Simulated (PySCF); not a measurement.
PySCF input for C3H10OSi2, SMILES C=C[SiH2]CO[SiH3], PBE/pcSseg-1. Geometry optimised at ωB97X-D3(BJ)/def2-SVP. This is a generated structure with no PubChem entry under its InChIKey; it may be hypothetical. One conformer was computed; it need not be the lowest.

```python
import numpy as np
from pyscf import gto, scf, dft
from pyscf.prop.nmr import rks as nmr

mol = gto.M(
    atom='''
    C     3.19233025   -1.06086795    0.43305532
    C     2.00386484   -0.88527791   -0.15682388
    Si    1.29514973    0.79407126   -0.56848893
    C    -0.39961322    0.97233492    0.26532525
    O    -1.19782852   -0.11055542   -0.20465534
    Si   -2.76087308   -0.34234983    0.33069470
    H     3.58212538   -2.05723869    0.67538272
    H     3.83496026   -0.21329750    0.70231238
    H     1.40354728   -1.77238609   -0.39916671
    H     2.22185953    1.85649002   -0.06972913
    H     1.10672774    0.95525358   -2.04019793
    H    -0.86638967    1.94734261    0.02292605
    H    -0.28857027    0.93453949    1.36722808
    H    -3.61025087    0.84211837   -0.00009709
    H    -2.78295497   -0.53517639    1.81272401
    H    -3.27779084   -1.55443636   -0.35436030
    ''',
    basis='pcSseg-1',
    charge=0,
    spin=0,
    max_memory=1600,
    verbose=3,
)
mf = dft.RKS(mol, xc='pbe').density_fit(auxbasis='def2-universal-jkfit')
mf.grids.level = 3
mf.conv_tol = 1e-10
mf.max_cycle = 100
mf.kernel()
n = nmr.NMR(mf)
n.verbose = 2
n.max_cycle_cphf = 60
sigma = n.kernel()
print('atom   isotropic/ppm   span/ppm')
for i, s in enumerate(sigma):
    w = np.linalg.eigvalsh((s + s.T) / 2)
    print(f'{mol.atom_symbol(i):2s}{i + 1:3d} {w.mean():14.3f} {w[2] - w[0]:11.3f}')
```

Output:

```
converged SCF energy = -773.939782464305
atom   isotropic/ppm   span/ppm
C   1         36.968     234.458
C   2         40.347     253.747
Si  3        374.011      79.561
C   4        118.589      89.999
O   5        328.710      80.042
Si  6        360.155     162.162
H   7         24.823       6.854
H   8         24.913       7.471
H   9         24.474       6.426
H  10         27.025       7.045
H  11         26.624       7.108
H  12         27.434       8.698
H  13         27.496       8.703
H  14         26.255       7.883
H  15         26.292       7.803
H  16         26.227       8.145
```

The calculation finished and met its thresholds.

Cost: around 90 core-seconds (rough).
